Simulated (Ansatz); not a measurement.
Input for Ansatz (a program for electronic structure): R-B97M-V/def2-TZVPP on H2O (SMILES O).

Ansatz 0.2 input:
```yaml
crystal:
  periodic: [false, false, false]
  atoms:
    - {symbol: O, position_ang: [-0.00000000, 0.00000000, 0.38961139]}
    - {symbol: H, position_ang: [0.00000000, 0.76498632, -0.19485569]}
    - {symbol: H, position_ang: [0.00000000, -0.76498632, -0.19485569]}
basis:
  gaussian:
    orbitals: def2-TZVPP
hamiltonian:
  xc: {name: B97M-V}
scf: {lower_state_search: off}
```

Program output:

```
WARN ansatz: RAYON_NUM_THREADS=4 ignored (pool sized by the plan → 4); use --threads N
Functional definition: B97M-V
these checks for a lower state are left out or cut short: stability, starts, cluster_reference, orbital_swaps, neighbouring_geometries, increment
integrals: 0.01 GiB planned
269 factors; their error is unknown
mean field: 0.13 GiB planned
mean field evaluation 1: about -2075.4738 eV, gradient 5.3e1 eV
mean field evaluation 2: about -2066.5139 eV, gradient 8.6e1 eV
mean field evaluation 4: about -2079.9302 eV, gradient 5.4e-1 eV
mean field evaluation 8: about -2079.9332 eV, gradient 1.9e-1 eV
mean field evaluation 16: about -2079.9332 eV, gradient 4.4e-6 eV
mean field -2079.93323744 eV, -76.4361366465 hartree, gradient 4.4e-6 eV, S^2 0.000000; 0 other end points of the search recorded, 0 dependent functions left out
reference -2079.93326433 eV, -76.4361376346 hartree; 5, 5 occupied and 54, 54 virtual orbitals, 269 factors
Total energy: -2079.93326433 eV, -76.4361376346 hartree
Checks for a lower state left out: stability, starts, cluster_reference, orbital_swaps, neighbouring_geometries, increment
```

Self-consistency was reached.

Cost: roughly 0.5 core-seconds.
